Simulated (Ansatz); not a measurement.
Born–Oppenheimer molecular dynamics of AlClF2H2 (6 atoms, charge 0, multiplicity 1). It starts at the highest image of a converged band, a first-order saddle point between two minima.

Level of theory: RKS B3LYP-D4/def2-SVP (Ansatz 0.2.0).

| Property | Result |
| --- | --- |
| ensemble | NVE (velocity Verlet) |
| time step | 0.5 fs |
| steps asked | 200 |
| starting velocities drawn for | 100 K |
| seed | 6240 |

First frame:

```xyz
6
Properties=species:S:1:pos:R:3
Al -0.077 -0.187 0.007
H -0.098 0.077 1.664
F 1.413 0.017 -0.690
Cl -1.818 0.248 -1.060
F -0.148 -1.896 0.830
H -0.132 -1.133 1.591
```

(1) How far do the bonds stretch over the last three quarters of this one trajectory? (Pairs bonded in most of those frames.)

Results:

(1) 
```csv
bond,mean (Å),spread (Å),shortest,longest
Al1–F3,1.654,0.030,1.59,1.71
Al1–Cl4,2.091,0.060,1.97,2.20
Al1–F5,1.665,0.073,1.54,1.78
H2–H6,0.765,0.019,0.74,0.80
```

Mean temperature of the second half: 1450 K. The conserved energy stayed within 0.094 meV per atom of its start (net change -0.037 meV per atom), so the integration is sound. The kinetic energy rose, since the run started high on the potential surface and went downhill. It ends in pieces (AlClF2 + H2), so much of that is their flight and rotation, not heat. A run of 0.1 ps of so small a system gives no equilibrium averages. The orbitals stay closed-shell, which can raise the energy where a bond breaks towards radicals; this wasn't checked here.

Time of the run: 7.7 min on 1 thread of Arm Neoverse V1, on a shared host, peak memory 0.14 GiB.
